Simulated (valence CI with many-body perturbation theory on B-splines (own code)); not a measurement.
# Xe31+: M1 decay

Calculated by configuration interaction combined with many-body perturbation theory (CI+MBPT): five valence electrons over a frozen Dirac-Fock core [Ar], radial functions for each j: 7 s, 7 p, 8 d, 6 f, 4 g, 1 h, with the one-electron correlation potential Σ1 (screened to all orders), the two-electron term Σ2, the three-electron term Σ3, Breit, model QED; selected single and double excitations, second order for the rest (own B-spline code, finite nucleus).

The last digits are not significant, and no measured levels were compared; by estimate large intervals hold to a few tenths of a per cent, small ones and those within an open d or f shell to about a per cent. Only levels of the ground parity were solved; by the run's estimate the other parity begins above the list, which can be wrong where configurations are misplaced.

Lines 51 to 100 of 120 in falling wavelength, among levels below 667680 cm⁻¹, chosen from the decays that carry over 1 % of a level's rate. Wavelengths and rates use the calculated energies. S is in atomic units (e²a₀⁴ for E2 and M2, e²a₀⁶ for E3), for M1 in squared Bohr magnetons. Weak lines are less certain than strong ones. Lines between different terms over intervals too small for the method are left out, as are lines whose strength nearly cancels.

Levels are named by their leading jj configuration (3d3/2^4 stands for four electrons in 3d with j = 3/2), which in mixed levels can hold well under half, so a name can repeat and another be missing. Letters in brackets count levels of one name in rising energy.

```csv
λ vac (nm),Upper,Lower,Type,A (s⁻¹),S (a.u.)
82.13,(3d3/2^2 3d5/2^3) J=5/2 [b],(3d3/2^3 3d5/2^2) J=5/2 [b],M1,2.55e+04,3.14e+00
80.72,(3d3/2^2 3d5/2^3) J=9/2 [a],(3d3/2^3 3d5/2^2) J=7/2 [a],M1,8.99e+03,1.75e+00
79.73,(3d3/2^2 3d5/2^3) J=5/2 [c],(3d3/2^3 3d5/2^2) J=7/2 [b],M1,6.64e+03,7.48e-01
79.01,(3d3/2^2 3d5/2^3) J=13/2,(3d3/2^3 3d5/2^2) J=11/2,M1,3.54e+03,9.06e-01
77.17,(3d3/2^2 3d5/2^3) J=3/2 [a],(3d3/2^3 3d5/2^2) J=3/2 [a],M1,3.31e+04,2.26e+00
74.84,(3d3/2^2 3d5/2^3) J=3/2 [b],(3d3/2^2 3d5/2^3) J=5/2 [a],M1,6.58e+03,4.09e-01
73.42,(3d3/2^2 3d5/2^3) J=9/2 [c],(3d3/2^2 3d5/2^3) J=9/2 [a],M1,4.51e+02,6.62e-02
72.36,(3d3/2^2 3d5/2^3) J=5/2 [a],(3d3/2^3 3d5/2^2) J=5/2 [a],M1,3.04e+04,2.56e+00
71.56,(3d3/2 3d5/2^4) J=11/2,(3d3/2^2 3d5/2^3) J=13/2,M1,1.04e+04,1.70e+00
71.21,(3d3/2 3d5/2^4) J=7/2 [a],(3d3/2^2 3d5/2^3) J=9/2 [a],M1,2.77e+04,2.97e+00
69.86,(3d3/2 3d5/2^4) J=3/2 [a],(3d3/2^2 3d5/2^3) J=5/2 [b],M1,1.54e+04,7.81e-01
69.53,(3d3/2 3d5/2^4) J=5/2 [a],(3d3/2^2 3d5/2^3) J=5/2 [a],M1,4.48e+04,3.35e+00
69.29,(3d3/2^2 3d5/2^3) J=7/2 [c],(3d3/2^2 3d5/2^3) J=5/2 [a],M1,3.51e+03,3.46e-01
68.95,(3d3/2^2 3d5/2^3) J=5/2 [b],(3d3/2^3 3d5/2^2) J=3/2 [a],M1,4.39e+03,3.20e-01
66.70,(3d3/2^3 3d5/2^2) J=7/2 [a],(3d3/2^4 3d5/2) J=5/2,M1,6.81e+03,6.00e-01
66.69,(3d3/2^2 3d5/2^3) J=5/2 [b],(3d3/2^3 3d5/2^2) J=7/2 [a],M1,8.27e+03,5.45e-01
66.41,(3d3/2 3d5/2^4) J=11/2,(3d3/2^2 3d5/2^3) J=9/2 [a],M1,1.05e+04,1.37e+00
66.20,(3d3/2^2 3d5/2^3) J=9/2 [c],(3d3/2^2 3d5/2^3) J=11/2,M1,3.12e+03,3.35e-01
65.66,(3d3/2^2 3d5/2^3) J=9/2 [b],(3d3/2^3 3d5/2^2) J=9/2,M1,2.88e+04,3.03e+00
64.59,(3d3/2^3 3d5/2^2) J=3/2 [a],(3d3/2^4 3d5/2) J=5/2,M1,4.07e+04,1.62e+00
64.19,(3d3/2 3d5/2^4) J=5/2 [a],(3d3/2^3 3d5/2^2) J=7/2 [b],M1,8.15e+03,4.79e-01
63.98,(3d3/2^2 3d5/2^3) J=7/2 [c],(3d3/2^3 3d5/2^2) J=7/2 [b],M1,1.36e+04,1.05e+00
63.06,(3d3/2 3d5/2^4) J=3/2 [a],(3d3/2^2 3d5/2^3) J=3/2 [a],M1,3.62e+04,1.35e+00
62.60,(3d3/2 3d5/2^4) J=7/2 [a],(3d3/2^2 3d5/2^3) J=7/2 [a],M1,2.19e+04,1.59e+00
61.81,(3d3/2^2 3d5/2^3) J=7/2 [b],(3d3/2^3 3d5/2^2) J=5/2 [b],M1,4.28e+02,3.00e-02
61.73,(3d3/2^2 3d5/2^3) J=7/2 [a],(3d3/2^3 3d5/2^2) J=5/2 [a],M1,3.09e+03,2.16e-01
60.62,(3d3/2^2 3d5/2^3) J=7/2 [b],(3d3/2^3 3d5/2^2) J=9/2,M1,6.95e+03,4.59e-01
60.45,(3d3/2 3d5/2^4) J=11/2,(3d3/2^2 3d5/2^3) J=11/2,M1,4.47e+04,4.39e+00
60.23,(3d3/2^2 3d5/2^3) J=5/2 [c],(3d3/2^3 3d5/2^2) J=5/2 [b],M1,1.05e+03,5.13e-02
59.44,(3d3/2 3d5/2^4) J=3/2 [a],(3d3/2^2 3d5/2^3) J=1/2 [a],M1,3.89e+04,1.21e+00
59.13,(3d3/2^2 3d5/2^3) J=9/2 [b],(3d3/2^3 3d5/2^2) J=11/2,M1,1.11e+04,8.49e-01
58.98,(3d3/2^3 3d5/2^2) J=3/2 [b],(3d3/2^3 3d5/2^2) J=5/2 [a],M1,2.51e+03,7.65e-02
56.74,(3d3/2^2 3d5/2^3) J=3/2 [b],(3d3/2^3 3d5/2^2) J=1/2,M1,3.14e+03,8.50e-02
56.40,(3d3/2^2 3d5/2^3) J=9/2 [b],(3d3/2^3 3d5/2^2) J=7/2 [a],M1,9.43e+03,6.27e-01
56.15,(3d3/2^3 3d5/2^2) J=5/2 [b],(3d3/2^4 3d5/2) J=5/2,M1,2.46e+03,9.71e-02
54.48,(3d3/2 3d5/2^4) J=7/2 [a],(3d3/2^2 3d5/2^3) J=5/2 [a],M1,2.00e+03,9.58e-02
53.71,(3d3/2^2 3d5/2^3) J=3/2 [b],(3d3/2^3 3d5/2^2) J=5/2 [b],M1,1.40e+03,3.21e-02
52.83,(3d3/2^2 3d5/2^3) J=5/2 [c],(3d3/2^3 3d5/2^2) J=3/2 [a],M1,6.13e+03,2.01e-01
52.64,(3d3/2^2 3d5/2^3) J=7/2 [b],(3d3/2^3 3d5/2^2) J=7/2 [a],M1,4.50e+02,1.95e-02
52.27,(3d3/2^2 3d5/2^3) J=9/2 [c],(3d3/2^3 3d5/2^2) J=7/2 [b],M1,1.24e+04,6.55e-01
52.10,(3d3/2^2 3d5/2^3) J=3/2 [a],(3d3/2^3 3d5/2^2) J=5/2 [a],M1,2.48e+04,5.20e-01
51.49,(3d3/2^2 3d5/2^3) J=5/2 [c],(3d3/2^3 3d5/2^2) J=7/2 [a],M1,2.11e+04,6.40e-01
51.22,(3d3/2^2 3d5/2^3) J=1/2 [b],(3d3/2^3 3d5/2^2) J=1/2,M1,1.30e+04,1.29e-01
51.14,(3d3/2 3d5/2^4) J=7/2 [a],(3d3/2^3 3d5/2^2) J=7/2 [b],M1,4.07e+03,1.62e-01
50.92,(3d3/2 3d5/2^4) J=5/2 [a],(3d3/2^3 3d5/2^2) J=5/2 [b],M1,2.85e+04,8.37e-01
50.79,(3d3/2^2 3d5/2^3) J=7/2 [c],(3d3/2^3 3d5/2^2) J=5/2 [b],M1,4.27e+03,1.66e-01
49.98,(3d3/2^2 3d5/2^3) J=7/2 [c],(3d3/2^3 3d5/2^2) J=9/2,M1,1.59e+04,5.89e-01
48.22,(3d3/2^2 3d5/2^3) J=5/2 [b],(3d3/2^3 3d5/2^2) J=5/2 [a],M1,1.50e+03,3.74e-02
47.74,(3d3/2^2 3d5/2^3) J=3/2 [b],(3d3/2^3 3d5/2^2) J=3/2 [a],M1,5.21e+03,8.41e-02
45.73,(3d3/2^3 3d5/2^2) J=7/2 [b],(3d3/2^4 3d5/2) J=5/2,M1,2.69e+03,7.63e-02
```
